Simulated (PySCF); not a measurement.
In(OH)(SiH3)2 (H7InOSi2), SMILES [OH][In]([SiH3])[SiH3]. Atoms are numbered in the order given.

```xyz
11

In     0.1359     0.1255     0.0471
O      1.6172     1.3503     0.6385
H      1.6496     2.1918     0.1701
Si     0.2311    -2.0636     1.4049
H      0.4916    -3.2228     0.4932
H     -1.0803    -2.3125     2.0835
H      1.3058    -2.0202     2.4415
Si    -1.4240     0.9883    -1.8305
H     -2.8287     1.1000    -1.3240
H     -1.4293     0.0343    -2.9843
H     -1.0035     2.3323    -2.3378
```

Geometry optimised at PBE0-D3(BJ)/def2-SVP. The structure was generated by enumeration; whether it is a known compound was not checked. The def2 effective core potentials stand for the cores of In; spin–orbit coupling is left out. Other conformers were not sampled.

Computed with PBE0-D3(BJ)/def2-SVP (PySCF 2.14.0).

Frequencies are harmonic and unscaled.

**Question.** Give all harmonic wavenumbers and intensities. (An estimate is asked for; the answer gives what the named calculation found.)

**Answer.** 
```
mode  ν (cm⁻¹)  IR (km/mol)  Raman (Å⁴/amu)  depolarisation  moving atoms (share of kinetic energy)
----  --------  -----------  --------------  --------------  --------------------------------------
1           12          0.0             0.0               –                                  H 98 %
2           24          0.2             0.1            0.75                                  H 94 %
3           62          1.5             2.2            0.63                Si 59 %, In 21 %, H 17 %
4           91          6.3             0.1            0.75        In 36 %, O 25 %, Si 24 %, H 15 %
5          120         16.5             2.6            0.72         O 65 %, H 14 %, Si 11 %, In 9 %
6          265          0.3            67.0            0.20                          Si 84 %, H 9 %
7          310         16.9             5.3            0.70                 Si 62 %, In 30 %, H 9 %
8          344         82.5             1.6            0.74                                  H 92 %
9          421          6.3             4.8            0.75                          H 90 %, Si 8 %
10         436         10.6             5.4            0.75                         H 89 %, Si 10 %
11         452         22.7             0.9            0.74                         H 88 %, Si 10 %
12         471          3.4            18.6            0.61                         H 87 %, Si 11 %
13         592         86.2            13.3            0.26                         O 86 %, In 12 %
14         749        147.2             1.9            0.47                                  H 92 %
15         828        555.5             3.0            0.74                          H 90 %, Si 9 %
16         860         59.4             3.4            0.15                          H 91 %, Si 8 %
17         932         25.5            12.6            0.74                                  H 98 %
18         934          3.2            42.1            0.75                                  H 97 %
19         934         45.0            39.8            0.75                                  H 98 %
20         936         69.9             8.4            0.75                                  H 98 %
21        2205        120.9            42.4            0.05                                  H 99 %
22        2209         39.0           489.6            0.01                                  H 99 %
23        2218         50.3           115.7            0.74                                  H 96 %
24        2220        113.4           161.3            0.75                                  H 96 %
25        2222         88.7           183.2            0.72                                  H 96 %
26        2237         78.5           216.3            0.47                                  H 96 %
27        3899         48.8           160.2            0.27                                  H 94 %
```
